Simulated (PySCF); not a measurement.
Exercise with solution: chemical shift, span and skew from a shielding tensor

formamidinium (CH₅N₂), SMILES NC=[NH2+], charge +1. Atoms are numbered in the order given.

```xyz
8

N      0.0000     1.1682    -0.1757
C      0.0000     0.0000     0.4278
N      0.0000    -1.1682    -0.1757
H      0.0000     1.2718    -1.1893
H      0.0000     2.0229     0.3753
H      0.0000     0.0000     1.5203
H      0.0000    -1.2718    -1.1893
H      0.0000    -2.0229     0.3753
```
Charge +1, spin multiplicity 1.

Coordinates come from a PBE-D3(BJ)/def2-TZVP optimisation. The values are those of a single conformer.

GIAO shieldings from PySCF with PBE/pcSseg-2, non-relativistic, no solvent. The symmetric part of the tensor of C2 has the principal values -65.8, -8.7, 130.3 ppm. The same nucleus in TMS has σ = 181.4 ppm at this level (PySCF, at its B3LYP-D3(BJ)/def2-TZVP geometry).

Question: Work out the isotropic shielding, the ¹³C shift against TMS, the span and the skew.

Answer: 
σ(iso) = (σ11 + σ22 + σ33)/3 = 18.6 ppm. δ = σ(ref) − σ(iso) = 181.4 − (18.6) = 162.8 ppm.
Span Ω = σ33 − σ11 = 196.1 ppm. Skew κ = 3(σ(iso) − σ22)/Ω = 0.42. Tumbling in solution averages the tensor to δ; in a static solid the shielding alone would spread this spin-1/2 line over Ω.
